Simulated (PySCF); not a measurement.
Al(GeH3)(H)2 (AlGeH5), SMILES [AlH2][GeH3].

The structure is a stationary point at PBE0-D3(BJ)/def2-TZVP.

These are IEF-PCM-M06-2X/def2-SVP in PySCF 2.14.0 values and carry that method's errors.

The values are the electrostatic part of the solvation free energy, E(continuum) − E(gas) at the gas-phase geometry, in a cavity of scaled van der Waals radii (PySCF's table); cavitation and dispersion terms are not included. A continuum can't describe solvent molecules that bind to the metal. In vacuum the orbital gap is 7.07 eV. The dipole moment in vacuum is 0.51 D.

Estimate the values in water (ε = 78.36), n-hexane (ε = 1.88), benzene (ε = 2.27). (The exact figures need the calculation; the answer reports its results.)


| solvent | ε | ΔG(elec) (kcal/mol) | dipole (D) | gap (eV) |
|---|---|---|---|---|
| water | 78.36 | -4.4 | 0.74 | 7.45 |
| n-hexane | 1.88 | -1.5 | 0.59 | 7.20 |
| benzene | 2.27 | -1.9 | 0.61 | 7.23 |
